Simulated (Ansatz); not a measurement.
BH₅SeSi. Total charge 0; spin multiplicity 1. The bonds changed during the relaxation, so this is another structure than the one it started from.

```tsv
atom	x (Å)	y (Å)	z (Å)
B1	-0.0676	0.2277	-1.1158
Si2	0.8124	0.3397	0.6223
Se3	-0.8216	-1.3590	0.2352
H4	-0.9646	0.9659	-1.3885
H5	0.5290	-0.3677	-1.9650
H6	0.3334	1.1270	1.7859
H7	2.0682	-0.3702	0.9694
H8	-1.8892	-0.5633	0.8564
```

(1) List the harmonic frequencies (cm⁻¹, unscaled) at PBE0-D4/def2-TZVP in Ansatz. (Estimate.)

(2) Is this a minimum?

(3) Give the ideal-gas thermochemistry at 298.15 K and 1 bar (rigid rotor, harmonic oscillator; point group C1, symmetry number 1).

(4) And at 400, 500, 600, 800 and 1000 K?

(5) Rotational constants (cm⁻¹)?

## Answers

(1) The calculation gave: 268, 325, 360, 380, 535, 620, 644, 685, 725, 799, 875, 954, 1102, 2231, 2248, 2443, 2576, 2678.

(2) Yes, all 18 modes are real.

(3) Zero-point energy 122.3 kJ/mol; H(298) − E = 138.7 kJ/mol; entropy 306.9 J/(mol·K), of which translation 168.9, rotation 106.4, vibration 31.7; G(298) − E = 47.2 kJ/mol.

(4) 
```tsv
T (K)	H − E (kJ/mol)	S (J/mol/K)	G − E (kJ/mol)
400	148.5	335.2	14.4
500	159.6	359.9	-20.4
600	171.7	382.0	-57.5
800	198.3	420.1	-137.8
1000	227.3	452.4	-225.1
```

(5) 0.3771, 0.1176, 0.0972.
